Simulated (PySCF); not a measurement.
**Diatomics of Si with group 12**

PBE0 with double-zeta basis sets in PySCF, for the lowest determinant that a PBE0 search found; no spin–orbit coupling. De refers to high-spin ground-configuration atoms. A positive dipole means M(−)Si(+).

```csv
M,basis,state (unpaired electrons),Re (Å),ωe (cm⁻¹),De (eV),μ (D)
Zn,def2-SVPD,triplet (π ↑↑),2.374,278,1.18,-2.60
Cd,def2-SVP,triplet (π ↑↑),2.577,225,0.80,-2.72
Hg,def2-SVP,triplet (π ↑↑),2.592,196,0.56,-2.02
```

The shortest bond is that of ZnSi (2.374 Å), the longest that of SiHg (2.592 Å). ZnSi is bound most strongly (1.18 eV) and SiHg least (0.56 eV).

The rows differ in basis set, which adds steps of its own.

Relativity is treated differently too: Zn no relativity; Cd scalar-relativistic core potentials; Hg scalar-relativistic core potentials.

Down a group bonds as a rule get longer and wavenumbers fall, partly through the reduced mass; this series shows no clear exception.

These are scalar-relativistic numbers at best; spin–orbit coupling would shift them, the dissociation energy most. States were picked by a PBE0 search and need not be the measured ground states.
